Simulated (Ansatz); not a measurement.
`C#C[SiH2]C#N` and `B[SiH2]C#N` differ in one atom or group.

Ansatz, PBE0-D4/def2-TZVP geometries, multiplicity 1. 

| property | `C#C[SiH2]C#N` |
| --- | --- |
| HOMO energy (PBE/def2-TZVPP) / eV | -7.69 |
| size of the dipole moment (PBE/def2-TZVPP) / D | 3.68 |
| HOMO–LUMO gap (PBE0/def2-TZVPP) / eV | 7.89 |
| LUMO energy (PBE/def2-TZVPP) / eV | -1.98 |
| LUMO energy (PBE0/def2-TZVPP) / eV | -1.03 |
| ideal-gas entropy at 298 K and 1 bar (rigid rotor, harmonic PBE0-D4/def2-TZVP) / J/(mol·K) | 325 |

(1) Give the same properties after the change, and the shifts. (Best estimate.)

## Answers

(1) The calculation gave: 
```json
{"property": "HOMO energy (PBE/def2-TZVPP) / eV", "`B[SiH2]C#N`": "-7.77", "shift": "-0.08"}
{"property": "size of the dipole moment (PBE/def2-TZVPP) / D", "`B[SiH2]C#N`": "3.73", "shift": "0.05"}
{"property": "HOMO–LUMO gap (PBE0/def2-TZVPP) / eV", "`B[SiH2]C#N`": "5.90", "shift": "-1.99"}
{"property": "LUMO energy (PBE/def2-TZVPP) / eV", "`B[SiH2]C#N`": "-4.12", "shift": "-2.14"}
{"property": "LUMO energy (PBE0/def2-TZVPP) / eV", "`B[SiH2]C#N`": "-3.10", "shift": "-2.07"}
{"property": "ideal-gas entropy at 298 K and 1 bar (rigid rotor, harmonic PBE0-D4/def2-TZVP) / J/(mol·K)", "`B[SiH2]C#N`": "319", "shift": "-6"}
```

With PBE0 the HOMO falls by 0.09 eV and the LUMO falls by 2.07 eV, so the gap narrows by about 1.98 eV. PBE moves the HOMO by -0.08 eV and ωB97M-V by -0.01 eV. Dipoles are sizes alone; their direction can turn.
